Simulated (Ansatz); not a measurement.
The same ligand exchange along the group Ti, Zr, Hf.

Computed with Ansatz on PBE0-D4/def2-TZVP structures; ΔE is electronic, products minus reactants. CCSD(T)/CBS is the MP2 limit (def2-TZVPP, def2-QZVPP) plus CCSD(T) − MP2 in def2-TZVPP, frozen cores. This one scheme is used for every species. Functionals use def2-TZVPP. Elements past krypton have def2 core potentials. For Hf, Se, Ti, Zr outer-core shells are correlated without core-valence functions, which leaves a few kJ/mol of doubt a bond. Scalar relativity is left out up to krypton. Each species was taken in one conformer, which may not be the lowest.

| reaction | CCSD(T)/CBS(def2) (kJ/mol) |
| --- | --- |
| `[F][Ti]([F])([F])[F]` + H₂Se → `[F][Ti]([F])([F])[SeH]` + H–F | ? |
| `[F][Zr]([F])([F])[F]` + H₂Se → `[F][Zr]([F])([F])[SeH]` + H–F | 75 |
| `[F][Hf]([F])([F])[F]` + H₂Se → `[F][Hf]([F])([F])[SeH]` + H–F | 74 |

(1) Fill in the missing values. (Estimate.)

Largest T1 diagnostic: 0.023, for `[F][Ti]([F])([F])[F]`.

Results:

(1) Ansatz gave: `[F][Ti]([F])([F])[F]` + H₂Se → `[F][Ti]([F])([F])[SeH]` + H–F: +62.2 kJ/mol.
